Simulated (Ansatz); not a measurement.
Gas-phase electronic energies from Ansatz, PBE0-D4/def2-TZVP geometries. CBS: MP2 limit from def2 TZ/QZ plus the TZ coupled-cluster correction, frozen cores. DFT in def2-TZVPP. One conformer a species, not always the lowest.

Reaction (isomerisation): `N[Si]1(F)CCO1` → `FC1OCN1[SiH3]`

CCSD(T)/CBS gives +4.84 eV.

Problem. Another level gave +4.71 eV. Which?
A. ωB97X-V/def2-TZVPP
B. MP2/def2-TZVPP
C. ωB97M-V/def2-TZVPP
D. PBE/def2-TZVPP

Solution. C. ωB97M-V 4.71, ωB97X-V 4.54, PBE 4.46, MP2/def2-TZVPP 4.91 eV.

Largest T1 diagnostic among the species: 0.012.

In def2-TZVPP, CCSD(T) changes the Hartree–Fock value by +0.13 eV (the triples alone add −0.02 eV) and MP2 by +0.34 eV. From PBE to PBE0 (25 % exact exchange), in def2-TZVPP and without D4, ΔE moves by +0.12 eV.
